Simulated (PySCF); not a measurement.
SCF from a fresh guess for singlet Sr3, at the PBE minimum. PySCF input:

```python
from pyscf import gto, scf, dft
mol = gto.M(atom='''
Sr     1.233210     2.135980     0.000000
Sr    -2.466410     0.000000     0.000000
Sr     1.233210    -2.135980     0.000000''',
    basis={'Sr': 'def2-TZVP'},
    ecp={'Sr': 'def2-TZVP'},
    charge=0, spin=0)
mf = dft.RKS(mol, xc='PBE')
mf.grids.atom_grid = (50, 194)
aux = {'Sr': 'def2-universal-JKFIT'}
mf = mf.density_fit(auxbasis=aux)
mf.conv_tol = 1e-08
mf.diis_space = 10
mf.max_cycle = 60
mf.init_guess = 'minao'
mf.verbose = 4
mf.kernel()
```

Excerpt of the output (cycles and frontier levels):

```
init E= -87.2944608875606
  HOMO = -0.407805608892502  LUMO = -0.390324968672935  gap/eV = 0.47567
cycle= 1 E= -91.5088355693199  delta_E= -4.21  |g|= 0.936  |ddm|= 4.96
  HOMO = -0.0293484240296663  LUMO = 0.0175717034024039  gap/eV = 1.27676
cycle= 2 E= -91.0845311855306  delta_E= 0.424  |g|= 1.41  |ddm|= 5.06
  HOMO = -0.100574393975812  LUMO = -0.0711973621120963  gap/eV = 0.79939
cycle= 3 E= -92.0598497354783  delta_E= -0.975  |g|= 0.221  |ddm|= 3.68
  HOMO = -0.114760913036983  LUMO = -0.0798004177367619  gap/eV = 0.95132
cycle= 4 E= -92.0806545236742  delta_E= -0.0208  |g|= 0.0717  |ddm|= 0.848
  HOMO = -0.114124924837384  LUMO = -0.0785544135134197  gap/eV = 0.96792
cycle= 5 E= -92.0824220891085  delta_E= -0.00177  |g|= 0.0109  |ddm|= 0.211
  HOMO = -0.115917616989378  LUMO = -0.0802711911600462  gap/eV = 0.96999
cycle= 6 E= -92.0824840598504  delta_E= -6.2e-05  |g|= 0.00311  |ddm|= 0.0372
  HOMO = -0.116287651916227  LUMO = -0.0808074123291298  gap/eV = 0.96547
cycle= 7 E= -92.0824903284648  delta_E= -6.27e-06  |g|= 0.00125  |ddm|= 0.018
  HOMO = -0.116145779824793  LUMO = -0.0805756385071865  gap/eV = 0.96791
cycle= 8 E= -92.0824913126457  delta_E= -9.84e-07  |g|= 0.000448  |ddm|= 0.00734
  HOMO = -0.116175072637201  LUMO = -0.0806146086724149  gap/eV = 0.96765
cycle= 9 E= -92.0824914424743  delta_E= -1.3e-07  |g|= 6.93e-05  |ddm|= 0.00188
  HOMO = -0.11617307508031  LUMO = -0.080613285212066  gap/eV = 0.96763
cycle= 10 E= -92.0824914433088  delta_E= -8.34e-10  |g|= 6.21e-05  |ddm|= 0.000504
  HOMO = -0.1161668208091  LUMO = -0.0806068172060663  gap/eV = 0.96764
Extra cycle  E= -92.0824914168947  delta_E= 2.64e-08  |g|= 0.000189  |ddm|= 0.000951
converged SCF energy = -92.0824914168947
```

No lower solution of this spin was found by a stability analysis within the restricted form, which does not test spin polarisation.

The search for the lowest solution, with the stability check, took 8.4 s on 2 threads of a shared Arm Neoverse N1 host, with 99 basis functions; the process peaked at 0.28 GiB.
